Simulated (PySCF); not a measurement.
CH₃ClGa, SMILES [CH3][Ga][Cl], multiplicity 2.

The structure is a stationary point at B3LYP-D3(BJ)/def2-TZVP. The multiplicity is an assumed one; other spin states were not compared. The isomer is the one that the SMILES or the coordinates give; other isomers of the formula were not compared.

All values below come from TDA-PBE/def2-SVPD in PySCF.

Vertical excitations. The molecule is in vacuum.

```csv
state,energy (eV),λ (nm),f,main pairs
root 1,2.70,458,0.023,α HOMO→LUMO 98 %
root 2,3.45,360,0.010,β HOMO→LUMO 97 %
root 3,3.58,346,0.003,β HOMO−1→LUMO 99 %
root 4,4.15,299,0.042,β HOMO−2→LUMO 88 %
root 5,4.83,257,0.082,α HOMO→LUMO+2 89 %
root 6,4.84,256,0.035,α HOMO→LUMO+1 89 %
root 7,5.00,248,0.001,"α HOMO−1→LUMO 90 %, β HOMO→LUMO+1 9 %"
root 8,5.11,243,0.016,"α HOMO−2→LUMO 68 %, β HOMO−1→LUMO+1 26 %"
root 9,5.38,231,0.006,"α HOMO−1→LUMO 9 %, α HOMO−3→LUMO 9 %, β HOMO→LUMO+1 80 %"
root 10,5.50,225,0.123,"α HOMO→LUMO+3 90 %, β HOMO−1→LUMO+1 6 %"
```
Unrestricted roots are not spin-pure.
